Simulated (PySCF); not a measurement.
H12N4Zn, SMILES [NH3]->[Zn+2](<-[NH3])(<-[NH3])<-[NH3], charge +2. Atoms are numbered in the order given.

```xyz
17

Zn     0.0000     0.0000     0.0000
N     -1.1985    -1.1985     1.1985
H     -1.8279    -0.6702     1.8279
H     -1.8279    -1.8279     0.6702
H     -0.6702    -1.8279     1.8279
N      1.1985    -1.1985    -1.1985
H      1.8279    -0.6702    -1.8279
H      1.8279    -1.8279    -0.6702
H      0.6702    -1.8279    -1.8279
N      1.1985     1.1985     1.1985
H      0.6702     1.8279     1.8279
H      1.8279     0.6702     1.8279
H      1.8279     1.8279     0.6702
N     -1.1985     1.1985    -1.1985
H     -1.8279     1.8279    -0.6702
H     -0.6702     1.8279    -1.8279
H     -1.8279     0.6702    -1.8279
```
Charge +2, spin multiplicity 1.

Coordinates come from a PBE-D3(BJ)/def2-SVP optimisation. The isomer is the one that the SMILES or the coordinates give; other isomers of the formula were not compared.

Calculation: PBE-D3(BJ)/def2-SVP run with PySCF.

Frequencies are harmonic and unscaled.

Modes within 1.5 cm⁻¹ of each other (mostly degenerate sets) share a row, with their intensities summed.

```tsv
mode	ν (cm⁻¹)	IR (km/mol)	moving atoms (share of kinetic energy)
1	59	0.0	H 100 %
2–4	76	0.0	H 99 %
5–6	98	0.0	N 73 %, H 27 %
7–9	123	19.1	N 49 %, Zn 28 %, H 23 %
10	379	0.0	N 83 %, H 17 %
11–13	393	7.7	N 64 %, Zn 21 %, H 15 %
14–16	594	0.0	H 88 %, N 12 %
17–18	660	0.0	H 85 %, N 15 %
19–21	690	522.9	H 84 %, N 14 %
22–24	1298	479.5	H 85 %, N 15 %
25	1313	0.0	H 86 %, N 14 %
26–28	1586	0.0	H 95 %
29–30	1592	0.0	H 95 %
31–33	1599	234.7	H 95 %
34–36	3351	218.5	H 97 %
37	3356	0.0	H 97 %
38–42	3438	0.0	H 92 %
43–45	3440	648.8	H 92 %
```
